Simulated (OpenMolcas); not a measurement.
## Cl2+: Slater's ratio, worked from levels

```
Program             : OpenMolcas 26.06
Basis               : ANO-RCC-VQZP [6s5p3d2f1g]
Scalar Hamiltonian  : DKH2, point nucleus
Active space        : 5 electrons in 4 orbitals (3s 3p)
State averaging     : 2S+1 = 4 odd, 1 root; 2S+1 = 2 odd, 11 roots; 2S+1 = 4 even, 3 roots; 2S+1 = 2 even, 9 roots
Spin-orbit coupling : state interaction with AMFI integrals over the reference wave functions, term energies averaged over their components
```

Methods: CASSCF; MS-CASPT2, IPEA 0.25 Eh, imaginary shift 0.1 Eh (closed shells correlated: 2s 2p). Measured levels: Moore, Atomic Energy Levels, vol. I, NSRDS-NBS 35 (1971 reprint of NBS Circular 467, 1949).

**Slater's ratio.** With one set of orbitals, p3 has 2D* - 4S* = 9 F2 and 2P* - 2D* = 6 F2 (F2 = F²/25), a ratio of 2/3. Term energies are centres of gravity, weighted by 2J + 1.

```csv
Source,2D* - 4S*,2P* - 4S*,F2 from the first,Ratio
CASSCF,22784,31468,2532,0.381
MS-CASPT2,18524,29953,2058,0.617
measured,18093,29875,2010,0.651
```

Energies in cm-1. A ratio away from 2/3 shows effects beyond one configuration with one set of orbitals, and in heavier atoms second-order spin-orbit shifts. In CASSCF the valence s occupation is 1.95 in 2P* against 2.00 in 2D*: mixing out of s² acts most on 2P* and pulls it down.

Term energies are means over components that CASPT2 splits; among the terms shown or strongly mixed into the levels shown the widest spread is 690 cm-1 (3s2 3p3 2D*, MS-CASPT2). Over all roots computed the reference weight is 0.87 to 0.96 in MS-CASPT2; the roots of lowest weight are the least certain, and an intruder state may touch them. Measured partners are found by configuration, term and J. A level has none where our copy of the source lacks it or the pairing is in doubt (some pairs that miss far off the trend of their configuration count as doubtful), and it then counts in no deviation. Only configurations of the active space appear.

* marks odd parity.
